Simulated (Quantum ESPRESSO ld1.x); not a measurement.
I II, 52 electrons, occupied as [Kr] 4d8 5s2 5p4 6p2 (not the ground configuration). All-electron calculation, scalar-relativistic Kohn-Sham, exchange-only PBE, spin-unpolarised, spherical densities, point nucleus. Program: ld1.x of Quantum ESPRESSO 7.5. Some entries of the table are withheld. Estimate them.

orbital,occ.,eigenvalue (eV),r(max) (bohr),<r^2> (bohr^2)
1s,2,-33026.4,(1),0.001005
2s,2,(2),0.09912,0.01619
2p,6,-4615.22,0.07948,(3)
3s,2,-1067.98,0.2856,0.1127
3p,6,-898.815,0.2793,0.1129
3d,10,-645.729,0.2316,0.09837
4s,2,-216.226,0.6773,0.6049
4p,6,-162.472,0.7099,0.6909
4d,8,-83.5243,0.7645,0.9077
5s,2,-38.9901,(4),3.433
5p,4,-25.7477,1.793,4.589
6p,2,(5),4.673,29.73

Answer. 
(1) 1s r(max) (bohr): 0.01754
(2) 2s eigenvalue (eV): -5137.44
(3) 2p <r^2> (bohr^2): 0.01282
(4) 5s r(max) (bohr): 1.589
(5) 6p eigenvalue (eV): -5.9351
